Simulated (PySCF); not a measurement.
An unknown gives this computed stick spectrum. Computed with TDDFT PBE0/def2-SVPD, vertical, gas phase, core orbitals frozen in the response (PySCF 2.14.0, density-fitted response routines). Geometries: PBE0-D3(BJ)/def2-SVP, one conformer each.

| state | E (eV) | f |
| --- | --- | --- |
| S1 | 5.59 | 0.0004 |
| S2 | 6.78 | 0.0042 |
| S3 | 6.90 | 0.0041 |
| S4 | 6.96 | 0.159 |
| S5 | 7.61 | 0.0008 |
| S6 | 7.80 | 0.011 |
| S7 | 7.98 | 0.0074 |
| S8 | 8.10 | 0.0023 |
| S9 | 8.12 | 0.041 |
| S10 | 8.16 | 0.014 |

Orbital energies (eV): HOMO-3 -9.34, HOMO-2 -9.24, HOMO-1 -7.84, HOMO -7.60, LUMO 0.14, LUMO+1 0.34, LUMO+2 1.02.

Task: Which structure fits? All have the formula C3H9NOSi.
A. `C[SiH2]NC(=O)C`
B. `C=N[SiH2]COC`
C. `C=CCO[SiH2]N`

Result: A. Its S1 lies at 5.59 eV; the nearest of the others has S1 at 6.69 eV. S1 is HOMO→LUMO (92%). Löwdin shares by element: HOMO oxygen 68%, carbon 19% or more, nitrogen 6%; LUMO carbon 29% or more, oxygen 23%, nitrogen 10%, silicon 9% (atoms not listed hold the other 29%). At the same level the other candidates give, for their lowest levels:
- `C=CCO[SiH2]N`: 6.69 eV (f 0.054); 6.72 eV (f 0.011); 7.12 eV (f 0.113); 7.25 eV (f 0.054); 7.43 eV (f 0.057); T1 4.37 eV; HOMO -7.27, LUMO 0.30 eV
- `C=N[SiH2]COC`: 4.09 eV (f 0.000); 5.28 eV (f 0.067); 6.24 eV (f 0.024); 6.38 eV (f 0.029); 6.75 eV (f 0.010); T1 3.43 eV; HOMO -7.11, LUMO -1.00 eV

Shape of the structure used: `[CH3:1][SiH2:2][NH:3][C:4]([CH3:5])=[O:6]`: C1–Si2–N3–C4 -63°, Si2–N3–C4–C5 -179°.
Triplets come from the Tamm–Dancoff approximation.
